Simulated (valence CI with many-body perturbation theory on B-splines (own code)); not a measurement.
Results of a calculation; reference values are marked as such.
Sensitivity of CI+MBPT for I30+

Method: relativistic CI+MBPT: five valence electrons over a frozen Dirac-Fock core [Ar], a basis of 6 s, 6 p, 5 d, 5 f, 1 g functions for each j, with the one-electron correlation potential Σ1 (screened to all orders), the two-electron term Σ2, the three-electron term Σ3, Breit, model QED; selected single and double excitations, second order for the rest, scaled by the run's own slope (own B-spline code, finite nucleus).

The last digits are not significant, and no measured levels were compared; by estimate large intervals hold to a few tenths of a per cent, small ones and those within an open d or f shell to about a per cent. Among the levels kept, up to 590 cm⁻¹ of a level comes from second order outside the variational space, and about a tenth of that is noise between levels of different J, which matters for small intervals. Only levels of the ground parity were solved; by the run's estimate the other parity begins above the list, which can be wrong where configurations are misplaced.

The reference run has the lowest level (3d3/2^4 3d5/2) J=5/2 [a] and an ionisation energy of 1811.18 eV. Its largest variational space holds 9982 state functions.

Levels are named by their leading jj configuration (3d3/2^4 stands for four electrons in 3d with j = 3/2), which in mixed levels can hold well under half, so a name can repeat and another be missing. Letters in brackets count levels of one name in rising energy.

Changed runs:
A. averaging of valence orbitals over low configurations on → off; factor on the speed of light 1 → 10; QED terms on → off
B. size limit of the variational space 10000 → 3000; second order for the rest on → off
C. QED terms on → off
D. box radius (bohr) 3.697 → 0.64 (bad on purpose)

Excitation energies of the reference run in cm⁻¹, and shifts in cm⁻¹:

```csv
Level,Reference,A,B,C
(3d3/2^4 3d5/2) J=5/2 [b],89501,,+1096,-6.1
(3d3/2^3 3d5/2^2) J=7/2 [a],143038,-34,+1135,-120
(3d3/2^3 3d5/2^2) J=3/2 [a],147760,,-302,-120
(3d3/2^3 3d5/2^2) J=11/2,150822,-7805,-514,-141
(3d3/2^3 3d5/2^2) J=9/2,166059,-23048,+553,-182
(3d3/2^3 3d5/2^2) J=5/2,167814,,+947,-228
(3d3/2^3 3d5/2^2) J=1/2,178215,-18015,-3072,-202
(3d3/2^3 3d5/2^2) J=7/2 [b],208163,-36333,+1390,-210
(3d3/2^2 3d5/2^3) J=5/2 [a],217443,,+1454,-289
(3d3/2^2 3d5/2^3) J=7/2 [a],239398,,+1348,-329
(3d3/2^2 3d5/2^3) J=11/2,242833,-34602,-416,-390
(3d3/2^3 3d5/2^2) J=3/2 [b],248575,,+247,-282
Ionisation energy (eV),1811.18,+17.25,-0.58,-0.021
```

A blank means that the level has no clear partner in that run.

Run D: It gave no result. The program said: "need at least one array to concatenate".
